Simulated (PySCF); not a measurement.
Geometry:
```csv
atom,x (Å),y (Å),z (Å)
N1,3.690,0.986,-0.195
C2,2.763,0.310,-0.038
C3,1.575,-0.521,0.132
C4,0.364,-0.001,-0.664
C5,-0.056,1.392,-0.259
C6,-1.310,1.613,0.161
C7,-2.295,0.475,0.213
Si8,-1.251,-0.993,-0.385
H9,1.341,-0.566,1.208
H10,1.833,-1.547,-0.177
H11,0.638,-0.010,-1.735
H12,0.678,2.204,-0.310
H13,-1.628,2.618,0.462
H14,-2.703,0.335,1.228
H15,-3.164,0.664,-0.440
H16,-1.761,-1.627,-1.637
H17,-1.062,-2.059,0.648
```

Geometry: PBE0-D3(BJ)/def2-SVP; GIAO absolute shieldings from PySCF 2.14.0 with density-fitted response routines, gas phase, non-relativistic, averaged over equivalent atoms.

At PBE0/pcSseg-1 (188 basis functions, 31 s wall time on 1 thread of an Arm Neoverse V1, shared host):
```json
{"atoms": "N1", "σ (ppm)": "-38.1"}
{"atoms": "C5", "σ (ppm)": "40.8"}
{"atoms": "C6", "σ (ppm)": "42.4"}
{"atoms": "C2", "σ (ppm)": "59.8"}
{"atoms": "C4", "σ (ppm)": "157.5"}
{"atoms": "C3", "σ (ppm)": "162.0"}
{"atoms": "C7", "σ (ppm)": "169.3"}
{"atoms": "Si8", "σ (ppm)": "371.2"}
{"atoms": "H12", "σ (ppm)": "24.88"}
{"atoms": "H13", "σ (ppm)": "25.09"}
{"atoms": "H16", "σ (ppm)": "26.88"}
{"atoms": "H17", "σ (ppm)": "27.28"}
{"atoms": "H10", "σ (ppm)": "28.98"}
{"atoms": "H11", "σ (ppm)": "29.02"}
{"atoms": "H9", "σ (ppm)": "29.41"}
{"atoms": "H14", "σ (ppm)": "29.48"}
{"atoms": "H15", "σ (ppm)": "29.52"}
```

Predict the values at wB97X-D/pcSseg-1 on the same geometry.

Results:


| atoms | σ at wB97X-D/pcSseg-1 | change |
| --- | --- | --- |
| N1 | -38.0 | +0.1 |
| C5 | 40.6 | -0.2 |
| C6 | 41.9 | -0.5 |
| C2 | 58.8 | -1.0 |
| C4 | 159.1 | +1.6 |
| C3 | 162.3 | +0.3 |
| C7 | 170.7 | +1.4 |
| Si8 | 370.6 | -0.6 |
| H12 | 25.04 | +0.16 |
| H13 | 25.24 | +0.15 |
| H16 | 27.01 | +0.13 |
| H17 | 27.40 | +0.12 |
| H10 | 29.17 | +0.19 |
| H11 | 29.28 | +0.26 |
| H9 | 29.58 | +0.17 |
| H14 | 29.71 | +0.23 |
| H15 | 29.75 | +0.23 |

The largest change is at C4 (allylic sp3 CH bonded to Si). Cost: 188 basis functions, 36 s wall time on 1 thread of an Arm Neoverse V1, shared host. The order of the carbon signals is the same at both levels.
